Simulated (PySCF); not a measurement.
# Zr²²⁺ (zirconium, charge +22): Hartree-Fock from Schrödinger to Dirac-Coulomb-Breit

Occupied: 1s1/2, 2s1/2, 2p1/2, 2p3/2, 3s1/2, 3p1/2, 3p3/2. Hartree-Fock calculated with PySCF 2.14 in an uncontracted even-tempered set (18 s from 1.2 bohr⁻², ratio 2.7; 13 p from 1.4 bohr⁻², ratio 2.7), Gaussian nucleus throughout. NR is non-relativistic, sf-X2C the spin-free one-electron X2C Hamiltonian, X2C adds the bare one-electron spin-orbit term, X2C-SNSO screens it by Boettger's factors, DC is four-component Dirac-Coulomb, and the Gaunt and Breit terms are added at first order (total energies over the DC spinors, levels after relaxing the spinors in that mean field). QED terms are absent. Levels marked empty are virtual spinors of this ion; the basis has s and p functions only, so 3d, which can lie below the n = 4 levels, is absent.

```tsv
Hamiltonian	E (hartree)
NR	-3248.1160
sf-X2C	-3305.5014
X2C	-3305.8923
X2C-SNSO	-3305.8534
DC	-3306.5598
DC+Gaunt	-3304.3699
DC+Breit	-3304.5781
```

| level (eV) | NR | sf-X2C | X2C | X2C-SNSO | DC | DC+Gaunt | DC+Breit |
| --- | --- | --- | --- | --- | --- | --- | --- |
| 1s1/2 | -18617.7 | -19010.9 | -19010.1 | -19010.2 | -19022.7 | -18989.3 | -18991.6 |
| 2s1/2 | -3382.8 | -3479.7 | -3479.5 | -3479.5 | -3480.8 | -3477.8 | -3478.0 |
| 2p1/2 | -3172.6 | -3197.7 | -3261.0 | -3257.7 | -3258.0 | -3253.0 | -3253.5 |
| 2p3/2 | -3172.6 | -3197.7 | -3168.0 | -3169.4 | -3170.5 | -3166.9 | -3167.4 |
| 3s1/2 | -1172.9 | -1197.6 | -1197.6 | -1197.6 | -1197.8 | -1197.2 | -1197.3 |
| 3p1/2 | -1090.2 | -1098.4 | -1112.0 | -1111.3 | -1111.3 | -1110.3 | -1110.4 |
| 3p3/2 | -1090.2 | -1098.4 | -1092.0 | -1092.3 | -1092.5 | -1091.7 | -1091.9 |
| 4s1/2 (empty) | -539.61 | -548.04 | -548.02 | -548.03 | -548.11 | -547.90 | -547.93 |
| 4p1/2 (empty) | -511.87 | -515.08 | -519.40 | -519.17 | -519.19 | -518.84 | -518.89 |
| 4p3/2 (empty) | -511.87 | -515.08 | -513.05 | -513.15 | -513.20 | -512.96 | -513.01 |

**Question.** How large are the two-electron picture-change error of X2C and the Breit correction in the total energy?

**Answer.** X2C-1e lies 0.6675 hartree above Dirac-Coulomb; Gaunt adds 2.1899 and the full Breit term 1.9817 hartree.

```
interval (eV)    X2C  X2C-SNSO     DC  DC+Gaunt  DC+Breit
2p3/2 − 2p1/2  93.03     88.25  87.51     86.07     86.07
3p3/2 − 3p1/2  20.00     18.98  18.83     18.52     18.52
4p3/2 − 4p1/2  6.350     6.024  5.984     5.882     5.882
```

Weight of the small component: 1s1/2 0.0212, 2s1/2 0.00441, 2p1/2 0.00437, 2p3/2 0.00424, 3s1/2 0.00144, 3p1/2 0.00139, 3p3/2 0.00136, 4s1/2 0.000599, 4p1/2 0.000584, 4p3/2 0.000572.

Koopmans' value for the highest occupied level at DC+Breit: 1091.9 eV, against an ionisation energy of 1092 ± 3 eV (semi-empirical (NIST evaluation); NIST Atomic Spectra Database, ionization energies); the former lacks relaxation, correlation, QED and recoil.

The whole ladder took 120 s of wall time on 1 thread of Neoverse-N1 (shared host), launched as `OMP_NUM_THREADS=1 python relrun2.py TASK.json OUT` (a driver that calls PySCF for each Hamiltonian).
